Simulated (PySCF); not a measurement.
C₃H₂F₃O (doublet state).
Geometry (GFN2-xTB, Å), atoms numbered from 1 in this order:
```
atom  x, y, z in Å
C1     1.304   -0.290   -0.459
C2     0.277   -0.390    0.505
O3     0.336   -0.994    1.564
C4    -1.028    0.365    0.112
F5    -0.779    1.669   -0.105
F6    -1.974    0.283    1.037
F7    -1.533   -0.120   -1.036
H8     2.244   -0.781   -0.273
H9     1.165    0.265   -1.370
```

The hyperfine couplings belong to this conformer and change with its torsions.

Identity: `[CH2]C(=O)C(F)(F)F` [radical].

Method: PySCF 2.14.0, UKS B3LYP, pcH-1 on C F H O, non-relativistic, mean-field spin-orbit, GIAO. Isolated species at its GFN2-xTB geometry (one conformer only). The geometry wasn't refined by DFT: couplings that depend on bond lengths, twists or pyramidal angles can differ widely from those at the functional's own minimum. The SCF solution wasn't tested for stability.

Q: What is the g tensor, term by term?

A: 
```csv
Δg (ppt),1,2,3
relativistic mass correction,-0.20,-0.20,-0.20
gauge correction,-0.01,0.04,0.04
orbital Zeeman/spin–orbit,-0.05,2.14,6.07
total,-0.25,1.98,5.92
```

So g = 2.00207, 2.00430, 2.00823 and g_iso = 2.00487; the tensor is rhombic: the two nearest values differ by 36 % of g3 − g1. Axes: g3 points within 9° of the C2–O3 bond.

Q: At 9.796 GHz, how far is the centre of the isotropic spectrum from where a free electron (g = 2.002319) resonates?

A: B = hν/(g μB) with μB/h = 13.99624 MHz/mT gives 349.55 mT for the free electron and 349.10 mT at g_iso, 0.44 mT lower.

Q: What are the electron Larmor frequencies g μB B/h along the three axes at 3350 mT?

A: 93.8720, 93.9764, 94.1609 GHz for g1, g2 and g3, a range of 288.9 MHz.

Q: In a frozen sample, at which fields do the three g values resonate at 9.5, 34, 94 and 263 GHz (hyperfine left aside), and which band first spreads them over more than twice a line width of 0.5 mT?

A: 
```csv
band,GHz,B(g3) mT,B(g2) mT,B(g1) mT,spread mT
X,9.5,337.99,338.65,339.03,1.04
Q,34.0,1209.63,1212.01,1213.35,3.72
W,94.0,3344.27,3350.84,3354.57,10.29
J,263.0,9356.85,9375.22,9385.65,28.80
```

The spread grows in proportion to the frequency. X band is the first where it exceeds 1.0 mT.

The largest Mulliken spin populations are on C1 (+0.86), O3 (+0.35) and C2 (-0.14). The angles at C1 add up to 360.0°, so it is planar; its axial dipolar tensor and the negative couplings of its protons fit spin in a p orbital normal to that plane.

The HOMO–LUMO gaps are 7.08 eV among the α and 3.56 eV among the β orbitals.

Hardware: one thread of an Arm Neoverse V1, shared host with 32 logical CPUs at a one-minute load of 9.1. Cost: 29 s of wall time (with the writing of density and orbital grids), 0.70 GiB resident at most.
